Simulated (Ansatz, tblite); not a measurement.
Cost and result up the ladder for ReO3(OH) (ReO4H) (6 atoms). The state is a singlet with charge 0. Geometry: PBE-D4/def2-SVP.

```tsv
atom	x (Å)	y (Å)	z (Å)
Re1	-0.262	0.285	-0.209
O2	-1.184	-0.040	-1.621
O3	-1.313	0.778	1.059
O4	0.824	1.581	-0.521
O5	0.672	-1.285	0.257
H6	1.264	-1.319	1.035
```

Ansatz on 4 threads of Arm Neoverse V1 on a shared host; xTB runs through tblite on one thread. Times are rough, summed over both states, and most runs start from the orbitals of an earlier one. No level here is sound enough to serve as a yardstick. The other state is a doublet.

In the def2 sets Re takes a core potential; there is no spin–orbit coupling. The xTB rows come from tblite.

Raw xTB energies of ions are shifted by several eV.

| level | functions | wall time |
| --- | --- | --- |
| GFN2-xTB | 26 | 0.007 s |
| GFN1-xTB | 27 | 0.008 s |
| PBE-D4/def2-TZVP (with forces) | 170 | 4.9 s |
| PBE0-D4/def2-TZVP | 170 | 10 s |

Task: Estimate what each level gives for the vertical IE (eV).

Result: 
| level | vertical IE (eV) | remarks |
| --- | --- | --- |
| GFN2-xTB | 17.08 | – |
| GFN1-xTB | 19.76 | – |
| PBE-D4/def2-TZVP (with forces) | 11.50 | – |
| PBE0-D4/def2-TZVP | 11.80 | spin-contaminated (⟨S²⟩ 0.83) (+1 doublet) |
